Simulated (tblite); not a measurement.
Isomers of C5H8F3Si (doublet state). Method: GFN2-xTB as coded in tblite; computed harmonic values from a numerical Hessian at the method's own geometry, unscaled. The method is semi-empirical: single wavenumbers can be off by several per cent or more. Modes of hydrogen on silicon can be 10 to 20 % off. One conformer each. Open shells enter through the occupations alone, without spin polarisation, and single modes of such species can be off by tens of per cent.

Electronic energies: GFN2-xTB at the same geometries; isomer energies are rough at this level and their order can be wrong.

| SMILES | electronic energy, lowest = 0 (kJ/mol) |
| --- | --- |
| FC(F)[C@@H]1[CH]C[Si@@H](F)C1 | 0.0 |
| C/C=[C]\[Si@@H](CF)C(F)F | 315.4 |
| C=C(C[SiH3])[C](F)C(F)F | 181.5 |

**Question.** How do GFN2-xTB zero-point energies change the relative energies?

**Answer.** 
```tsv
SMILES	ZPE (kJ/mol)	of it from modes above 1550 cm⁻¹	electronic (kJ/mol)	with ZPE, lowest = 0 (kJ/mol)	lowest mode (cm⁻¹)	rings
FC(F)[C@@H]1[CH]C[Si@@H](F)C1	310.9	138.1	0.0	0.0	31	1
C=C(C[SiH3])[C](F)C(F)F	292.5	132.0	181.5	163.0	48	0
C/C=[C]\[Si@@H](CF)C(F)F	301.2	148.7	315.4	305.7	9	0
```

The zero-point energies span 18.4 kJ/mol, from `C=C(C[SiH3])[C](F)C(F)F` to `FC(F)[C@@H]1[CH]C[Si@@H](F)C1`. The order is unchanged.
